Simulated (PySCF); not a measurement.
This PySCF input asks for the NMR shieldings of SMILES C1(F)=C(C)C=C(OC)[P@H]1=S, C6H8FOPS; the geometry comes from GFN2-xTB.

```python
import basis_set_exchange as bse
import numpy as np
from pyscf import gto, dft
from pyscf.prop import nmr

atoms = """
C     3.018915   -0.759787   -0.119817
O     1.759277   -1.342776   -0.368076
C     0.700781   -0.554382   -0.153642
C    -0.574023   -0.883255   -0.445615
C    -1.583568    0.092107   -0.078003
C    -3.026401   -0.149222   -0.353827
C    -1.067125    1.187987    0.510705
F    -1.775845    2.241955    0.945990
P     0.744217    1.125486    0.613323
S     1.787452    2.552818   -0.156158
H     3.751069   -1.559635   -0.212681
H     3.062012   -0.335078    0.891835
H     3.236617    0.031082   -0.844299
H    -0.847706   -1.808319   -0.923750
H    -3.353915   -1.059037    0.147948
H    -3.629514    0.686566   -0.009304
H    -3.179779   -0.284897   -1.423860
H     0.968776    0.824705    1.967574
"""
names = dict.fromkeys(["C", "O", "F", "P", "S", "H"], "pcSseg-1")
basis = {el: gto.basis.parse(bse.get_basis(n, elements=[el], fmt="nwchem")) for el, n in names.items()}
mol = gto.M(atom=atoms, basis=basis, charge=0, verbose=0)
mf = dft.RKS(mol, xc="PBE0")
mf.grids.level = 2
mf.grids.alignment = dft.numint.BLKSIZE   # the property module wants whole blocks of grid points
mf.conv_tol = 1e-9
mf.kernel()

calc = nmr.RKS(mf)   # GIAO
C = mf.mo_coeff
Co = C[:, mf.mo_occ > 0]
resp = mf.gen_response(singlet=True, hermi=2)
def vind(x):   # induced exchange potential for any number of trial vectors
    d = np.einsum("pi,xij,qj->xpq", C, 2 * x.reshape(-1, C.shape[1], Co.shape[1]), Co, optimize=True)
    return np.einsum("xpq,pi,qj->xij", resp(d - d.transpose(0, 2, 1)), C, Co, optimize=True).ravel()
mo1, _ = nmr.rhf.solve_mo1(calc, with_cphf=vind)
sigma = calc.kernel(mo1)
for i, s in enumerate(sigma):   # ppm
    w = np.linalg.eigvalsh((s + s.T) / 2)
    print("%2d %-2s iso %8.1f  s11 %8.1f  s22 %8.1f  s33 %8.1f" % (i, mol.atom_pure_symbol(i), w.mean(), *w))
```

Question: Give the expected output.

Answer: 
```
 0 C  iso    123.5  s11     96.3  s22    106.2  s33    168.0
 1 O  iso    222.8  s11    110.3  s22    270.5  s33    287.6
 2 C  iso     25.1  s11    -59.1  s22     41.5  s33     92.9
 3 C  iso     72.2  s11    -13.6  s22     92.0  s33    138.2
 4 C  iso     51.7  s11    -50.2  s22     59.4  s33    145.9
 5 C  iso    172.4  s11    156.5  s22    175.3  s33    185.4
 6 C  iso     28.8  s11    -47.7  s22     47.8  s33     86.4
 7 F  iso    334.9  s11    269.5  s22    302.7  s33    432.4
 8 P  iso    352.5  s11    234.6  s22    316.6  s33    506.3
 9 S  iso    819.5  s11    615.2  s22    898.7  s33    944.5
10 H  iso     27.6  s11     23.6  s22     26.1  s33     33.1
11 H  iso     27.9  s11     24.3  s22     27.3  s33     32.2
12 H  iso     26.9  s11     21.9  s22     27.9  s33     31.1
13 H  iso     26.1  s11     23.6  s22     25.3  s33     29.4
14 H  iso     30.0  s11     25.6  s22     27.7  s33     36.7
15 H  iso     29.1  s11     24.0  s22     29.2  s33     34.2
16 H  iso     29.9  s11     25.6  s22     27.7  s33     36.6
17 H  iso     23.9  s11     18.8  s22     20.6  s33     32.4
```

These numbers come from an equivalent density-fitted implementation of the same equations, which agrees with the script to about 0.01 ppm for H and up to a few tenths of a ppm for heavy atoms, so last digits may differ.

Question: Turn these shieldings into chemical shifts. δ = σ(ref) − σ, references computed at the same level: TMS for ¹³C (σref 186.93) and ¹H (σref 31.72); ¹⁷O (σref 336.08) vs H2O; CFCl3 for ¹⁹F (σref 170.95); ³¹P (σref 318.38) against H3PO4; ³³S (σref 503.73) against CS2.

Answer: Averaging equivalent atoms: C 2: 161.8; C 6: 158.1; C 4: 135.2; C 3: 114.7; C 0: 63.4; C 5: 14.5; O 1: 113.3; F 7: -163.9; P 8: -34.1; S 9: -316; H 17: 7.80; H 13: 5.61; H 10/11/12: 4.22; H 14/15/16: 2.02 ppm. Unscaled 19F shifts against computed CFCl3 carry errors that often reach 10 to 50 ppm. Experimental scales use liquid or dissolved standards, which lie at an offset from isolated H2O (liquid H2O: subtract about 36 ppm) and H3PO4.

Size and cost of the density-fitted run: 224 basis functions, about 2.7 core-minutes.
